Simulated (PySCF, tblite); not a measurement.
Isomers of C2H8N2Si2. Calculated harmonic vibrations of the isolated species, GFN2-xTB (tblite), most abundant isotopes, no scaling. Errors from tens to a few hundred cm⁻¹ against measured bands are possible. Modes of hydrogen on silicon can be 10 to 20 % off. One conformer each.

Electronic energies: PBE0/pcSseg-1 single points on the GFN2-xTB geometries (PySCF, gas phase).

```
                   SMILES  electronic energy, lowest = 0 (kJ/mol)
        C[SiH2]N[SiH2]C#N                                     0.0
  N#C[C@H]([SiH3])[SiH2]N                                    83.8
      C#C[Si@H](N)[SiH2]N                                   151.0
N[Si@@H]1N=C[C@@H]1[SiH3]                                   104.8
        N#C[SiH2]CN[SiH3]                                   136.4
```

Problem. How do GFN2-xTB zero-point energies change the relative energies?

Solution. 
```tsv
SMILES	ZPE (kJ/mol)	of it from modes above 1550 cm⁻¹	electronic (kJ/mol)	with ZPE, lowest = 0 (kJ/mol)	lowest mode (cm⁻¹)	rings
C[SiH2]N[SiH2]C#N	243.7	142.9	0.0	0.0	23	0
N#C[C@H]([SiH3])[SiH2]N	239.6	141.1	83.8	79.7	49	0
N[Si@@H]1N=C[C@@H]1[SiH3]	247.3	141.3	104.8	108.4	90	1
N#C[SiH2]CN[SiH3]	239.9	136.7	136.4	132.7	44	0
C#C[Si@H](N)[SiH2]N	247.2	155.2	151.0	154.6	25	0
```

The zero-point energies span 7.7 kJ/mol, from `N#C[C@H]([SiH3])[SiH2]N` to `N[Si@@H]1N=C[C@@H]1[SiH3]`. The order is unchanged.

Problem. And how do the electronic energies of GFN2-xTB itself compare?

Solution. `C[SiH2]N[SiH2]C#N` 0.0; `N#C[C@H]([SiH3])[SiH2]N` 34.3; `N[Si@@H]1N=C[C@@H]1[SiH3]` 68.0; `N#C[SiH2]CN[SiH3]` 80.8; `C#C[Si@H](N)[SiH2]N` 138.8 kJ/mol, lowest = 0. Against the energies above, taken from the same isomer `C[SiH2]N[SiH2]C#N`, the largest difference is 55.6 kJ/mol.

Problem. What do entropy and thermal enthalpy add at 298.15 K and 1 bar (rigid rotor, harmonic oscillator, one conformer each)?

Solution. 
```tsv
SMILES	point group	symmetry number	S (J/(mol K))	H − H(0) (kJ/mol)	ZPE + H − H(0) − TS (kJ/mol)
N#C[C@H]([SiH3])[SiH2]N	C1	1	399.5	28.07	148.5
N[Si@@H]1N=C[C@@H]1[SiH3]	C1	1	384.0	26.37	159.2
N#C[SiH2]CN[SiH3]	C1	1	408.2	28.15	146.4
```

Not tabulated: `C[SiH2]N[SiH2]C#N` (lowest mode only 23 cm⁻¹); `C#C[Si@H](N)[SiH2]N` (lowest mode only 25 cm⁻¹).
